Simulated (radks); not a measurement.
Q: Isoelectronic series with 12 electrons, all held in the configuration [Ne] 3s2, which need not be the ground one along the series. Calculated with a radial shooting solver on a logarithmic mesh with Libxc functionals: non-relativistic Kohn-Sham, SCAN, spin-unpolarised, spherical densities, point nucleus; meta-GGA in the generalised Kohn-Sham scheme. Total energies (hartree) and screening constants sigma, defined by e = -(Z - sigma)^2 / (2 n^2) hartree:

ion,E (hartree),3s,2p
Mg,-200.07462,10.214,8.236
P3+,-339.06020,9.499,8.023
Ar6+,-516.20305,9.241,7.904
Sc9+,-731.40806,9.101,7.831
Cr12+,-984.64446,9.011,7.782
Co15+,-1275.89923,8.949,7.747
Zn18+,-1605.16610,8.903,7.720
As21+,-1972.44073,8.868,7.699
Kr24+,-2377.72213,8.839,7.683
Rh33+,-3821.58680,8.782,7.648
Cd36+,-4378.87970,8.768,7.640
Sb39+,-4974.17293,8.756,7.632
Xe42+,-5607.46921,8.746,7.626

Estimate the row of Mo30+.

A: E (hartree) -3302.29539; 3s 8.798; 2p 7.658.
